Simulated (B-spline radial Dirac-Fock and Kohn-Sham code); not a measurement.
**Te: input and output of one calculation**

ΔSCF core binding energies without Breit or QED terms, calculated with a radial finite-basis atomic code. Keys: rel is the Hamiltonian (dirac, or spin-free x2c and nr, where L3 and M5 stand for the whole 2p and 3d shells), method is hf or an exchange,correlation pair (spin-unpolarised, also for the hole states), nuc the nuclear model, radius_factor scales its radius, rmax is the box in bohr, h the logarithmic mesh step, order the B-spline order, points the quadrature points per cell, c_factor scales the speed of light, and damp, ndamp, maxit and tol steer the iteration. The run stops when the commutator error falls below 10·tol·max(1, Z/10), or the numerical noise floor, and the energy has settled to about 1e-8 Ha; the virial ratio is −V/T.

Input (task.json):

```json
{"items": [{"Z": 52, "q": 0, "cfg": [[1, 0, 2], [2, 0, 2], [2, 1, 6], [3, 0, 2], [3, 1, 6], [3, 2, 10], [4, 0, 2], [4, 1, 6], [4, 2, 10], [5, 0, 2], [5, 1, 4]], "A": 130, "rrms": 4.7423, "do": "settings", "holes": ["K", "L3", "M5"],
  "settings": [{"rel": "dirac", "method": "hf", "nuc": "fermi", "radius_factor": 1.0, "rmax": 45.0, "h": 0.3, "order": 8, "points": 10, "c_factor": 1.0, "maxit": 60, "damp": 0.5, "ndamp": 3, "tol": 1e-08, "cfg": "1s2 2s2 2p6 3s2 3p6 3d10 4s2 4p6 4d10 5s2 5p7"}]}]}
```

Command: `python xray2_run.py task.json out`

The program stops without a result: overfilled shell.

Problem. One setting is unsound. Which, and why?

Solution. cfg puts more electrons in a shell than it can hold. With the default settings (Dirac Hartree-Fock): The ground state converged in 10 iterations, with total energy -6793.70326 Ha, virial ratio 1.94555 and highest orbital energy -9.22 eV. ΔSCF binding energies: K (1s) 31930.8 eV, L3 (2p3/2) 4359.3 eV, M5 (3d5/2) 581.7 eV.
